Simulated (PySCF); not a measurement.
**A thermochemical cycle for LiHg**

PBE in PySCF with def2-SVPD on every atom (core potentials on Hg), for the lowest determinant that a PBE0 search found; no spin–orbit coupling. LiHg, a doublet (σ ↑), has De = 0.15 eV to neutral atoms, and LiHg⁺, a singlet (closed shell), has De = 0.56 eV to Li⁺ + Hg.

At the same level the Li atom ionises at 5.50 eV.

Question: What is the adiabatic ionisation energy of the molecule, and does ionisation strengthen or weaken the bond?

Answer: IE = IE(Li) + De(neutral) − De(ion) = 5.50 + 0.15 − 0.56 = 5.09 eV. De changes by +0.41 eV, so ionisation strengthens the bond.

Closed-shell solutions of metal pairs were not tested for spin polarisation, which can lower them a little. Weak bonds: LiHg. Basis-set superposition, not corrected here, can be much of De in a small basis, most of all at correlated wavefunction levels. Spin–orbit coupling is left out. For an ion De counts to the pair picked by the measured ionisation energies or electron affinities, which need not be the lowest pair at this level. States were picked by a PBE0 search and need not be the measured ground states.
